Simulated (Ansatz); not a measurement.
| atom | x (Å) | y (Å) | z (Å) |
| --- | --- | --- | --- |
| C | 1.4450 | -0.0245 | 0.2686 |
| C | 0.6880 | 1.2341 | -0.2323 |
| C | -0.7001 | 1.2392 | 0.1933 |
| C | -1.4808 | 0.0209 | -0.2661 |
| C | -0.6868 | -1.2389 | 0.2404 |
| C | 0.7727 | -1.2426 | -0.2404 |
| H | 1.4928 | 0.0012 | 1.2949 |
| H | 2.4860 | -0.0440 | -0.1689 |
| H | 0.7429 | 1.3327 | -1.2861 |
| H | 1.2565 | 2.1587 | 0.0978 |
| H | -1.2217 | 2.1853 | -0.1820 |
| H | -0.7224 | 1.3135 | 1.3044 |
| H | -1.5184 | 0.0463 | -1.3141 |
| H | -2.5191 | 0.0314 | 0.1775 |
| H | -1.2747 | -2.1199 | -0.1373 |
| H | -0.7584 | -1.3115 | 1.3787 |
| H | 1.2161 | -2.1247 | 0.1616 |
| H | 0.8000 | -1.3578 | -1.3332 |

Basis set: cc-pVDZ (spherical functions). Left uncorrelated: 6 orbitals. Charge 0, multiplicity 1.

Computed with Ansatz (development build ahead of 0.2.0); each method stands on the lowest determinant of its kind that the runs found. Restricted open shells among the atoms or ions are ROHF, correlated in semicanonical orbitals with singles.

Task: Give the atomization energy at this shape (free ground-state atoms in the same class of orbitals less the molecule, no zero-point energy) of singlet C6H12 by RHF-MP2, RHF.

Result:

```tsv
method	atomization energy
RHF-MP2	6926.0 kJ/mol
RHF	5545.4 kJ/mol
```

Caution: the shape is not the minimum.
